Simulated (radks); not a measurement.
Species: In V. Configuration: [Kr] 4d8 5d1 (not the ground configuration). All-electron calculation, scalar-relativistic Kohn-Sham, r2SCAN, spin-polarised, spherical densities, finite nucleus; open shells are filled with parallel spins first (spin-orbit coupling, left out, can overturn this in heavy ions); meta-GGA in the generalised Kohn-Sham scheme; Fermi nuclear charge, rms radius 4.6156 fm. Program: a radial shooting solver on a logarithmic mesh with Libxc functionals.

Normalised radial functions P(r) = r R(r), r in bohr:

```
   r/bohr * 5d up (the largest magnitude, 0.661, reaches the edge; | marks zero)
 0.003265                             *
 0.004354                             *
 0.005854                             *
 0.007808                             *
  0.01041                             *
    0.014                             *
  0.01867                             *
  0.02491                             *
  0.03322                             *
  0.04466                             |*
  0.05957                             | *
  0.07945                             |  *
   0.1068                             |    *
   0.1425                             |      *
     0.19                             |       *
   0.2534                             |      *
   0.3407                             |  *
   0.4545                         *   |
   0.6061                  *          |
    0.815                *            |
    1.087                     *       |
     1.45                             |   *
    1.934                             |                 *
      2.6                             |                          *
    3.467                             |                       *
    4.625                             |            *
    6.218                             |   *
    8.293                             *
```

5d up: eigenvalue -25.903 eV, 2 radial nodes at r = 0.390, 1.33 bohr, <r> = 3.04 bohr, 90 % of the charge inside 4.34 bohr.
